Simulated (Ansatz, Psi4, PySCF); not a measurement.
C6H4Cl, doublet, geometry from GFN2-xTB. Base run: CCSD(T)/STO-3G (PySCF).

The PySCF input:
```python
from pyscf import gto, scf, cc

mol = gto.M(
    atom='''
Cl   -1.23158168    1.78779842    0.11037424
C    -0.24903294    0.36150318    0.02231831
C    -0.86478632   -0.87848864   -0.02994881
C    -0.07467049   -2.02421734   -0.10069720
C     1.27785936   -1.85497640   -0.11452164
C     1.91899080   -0.65304962   -0.06459062
C     1.13002066    0.49346705    0.00617853
H    -1.94095717   -0.95740572   -0.01614208
H    -0.53509881   -2.99895891   -0.14217376
H     2.99461806   -0.57134804   -0.07824815
H     1.58803999    1.46971016    0.04777049
''',
    basis='sto-3g',
    spin=1,
    verbose=3,
)

mf = scf.UHF(mol)
mf.kernel()

mycc = cc.CCSD(mf)
mycc.kernel()
et = mycc.ccsd_t()
print('E(CCSD(T)) = %.10f' % (mycc.e_tot + et))
```

The same geometry, method and basis name were run in Ansatz (a first-principles code) and Psi4 and PySCF, at each program's defaults and at the settings that a row names. The base is PySCF at its defaults. Differences at the defaults can come from grids, fitting, cores and function types together. The rows with settings made alike still differ; the cause (another SCF solution, basis table, core potential or functional code) wasn't traced.

| code and settings | ΔE vs base (µEh) | basis functions | E (Eh) | SCF cycles | outcome |
|---|---|---|---|---|---|
| PySCF, defaults (exact integrals, spherical functions, all electrons correlated) | 0.0 | 43 | -681.65539 | 16 | converged |
| Psi4, defaults (exact integrals, spherical functions, all electrons correlated) | -0.1 | 43 | -681.65539 | 18 | converged |
| Ansatz, defaults (factorised integrals, spherical functions, frozen core) | 8770 | 43 | -681.64662 | - | another SCF solution |
| PySCF, frozen core | 2527 | 43 | -681.65286 | 16 | converged |
| Psi4, exact integrals, spherical functions, frozen core | 2527 | 43 | -681.65286 | 18 | converged |
| Ansatz, high accuracy, frozen core | 8749 | 43 | -681.64664 | - | another SCF solution |

A guess, shift, damping, solver or small numerical setting can't move a converged solution much, so rows marked as another SCF solution ended in a different state.

Open shells are given as the SCF converged; they aren't shown to be the lowest states, and a large step between rows can be another state.

Ansatz warned in this series: the method lies far from an estimate of full CI.
